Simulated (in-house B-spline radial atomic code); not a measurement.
**RPA and G0W0 on BHandHLYP: K+**

Configuration [Ne] 3s2 3p6, mean-field start BHandHLYP. Computed with an all-electron radial atomic-structure program (B-spline basis): all electrons, scalar-relativistic (spin-free one-electron X2C), finite nucleus, each spin shell either full or empty, empty states to l = 9 with an (l + 1/2)⁻⁴ tail; G0W0 by contour deformation at full frequency.

Command:
```bash
python run_gw.py task.json out
```
Settings (radii: box in bohr, nucleus in fm):
```
Z                        19
electrons                18
configuration            [Ne] 3s2 3p6
hamiltonian              x2c
method                   bhandhlyp
lmax                     9
rms_radius               3.4349
spin_polarised           False
box_radius               23.78
intervals                71
```

Time taken, with all properties: 2.2 s on 1 thread of Arm Neoverse N1, with other jobs on the host.

Energies (hartree):

```
                                     term       value
                         mean-field total  -602.08411
Hartree-Fock functional on these orbitals  -601.31287
                      direct second order     -1.2079
                    second-order exchange      0.4105
                         SOSEX correction     0.37556
```

What is the RPA correlation energy, and what remains with SOSEX?

RPA gives -1.0617 hartree (-1.6 eV per electron); RPA + SOSEX gives -0.68609, and the second-order doubles -0.79737 hartree (no singles). RPA lacks exchange-type terms and so overcorrelates at short range.

Quasi-particle levels (eV):

| level | occupied | mean field | Σx - vxc | Σc | QP weight | G0W0 |
| --- | --- | --- | --- | --- | --- | --- |
| 3p | yes | -28.779 | -2.96 | ? | ? | ? |
| 4s | no | -5.362 | 1.56 | -0.47 | 0.990 | -4.275 |

G0W0 = mean field + (Σx - vxc) + Σc, with Σc (partial-wave tail included) taken at the quasi-particle energy. Only the outer levels were computed. Levels of low weight are left out.

Where does G0W0 put 3p?

At -31.88 eV, with Σc = -0.14 eV and a quasi-particle weight of 0.935. The tabulated removal energy is 31.625 eV (NIST, measured); the calculation leaves out spin-orbit coupling, Breit and QED terms, and what these don't explain is the method's own error.
